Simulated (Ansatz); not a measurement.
`N[SiH](O)[SiH2]O`, relaxed with RKS PBE-D4/def2-SVP in Ansatz from a rough embedded geometry. The force threshold is 0.03 eV/Å; the program also tests the step.

Charge 0, multiplicity 1.

Start:

```xyz
12

N    -0.719    0.875   -1.578
Si   -0.350   -0.522   -0.705
O    -1.798   -0.843   -0.013
Si    1.274   -0.352    0.958
O     0.894    0.908    2.014
H    -0.842    1.671   -0.837
H     0.078    1.176   -2.093
H    -0.044   -1.577   -1.701
H    -2.612   -0.631   -0.617
H     1.455   -1.538    1.720
H     2.599    0.097    0.306
H     0.066    0.737    2.545
```

Q: By how much does the energy fall, and how many steps does the optimiser take? (An estimate is asked.)

A: The calculation gave: 0.77 eV, in 27 steps, 2 of them rejected.

Q: Which bonds change most? (Best estimate.)

A: Computed: Si4–H10 from 1.421 to 1.507 Å; Si2–O3 from 1.637 to 1.716 Å; N1–H6 from 1.095 to 1.022 Å; O3–H9 from 1.035 to 0.974 Å.

Q: Give the relaxed structure. (An estimate is asked.)

A: The calculation gave: 
```xyz
12

N    -0.079    0.853   -1.856
Si   -0.326   -0.354   -0.637
O    -1.635   -0.136    0.451
Si    1.305   -0.264    1.060
O     0.361   -0.185    2.456
H     0.239    1.793   -1.611
H    -0.597    0.850   -2.737
H    -0.558   -1.631   -1.405
H    -2.537   -0.282    0.113
H     2.224   -1.458    1.085
H     2.183    0.956    0.908
H    -0.580   -0.142    2.173
```
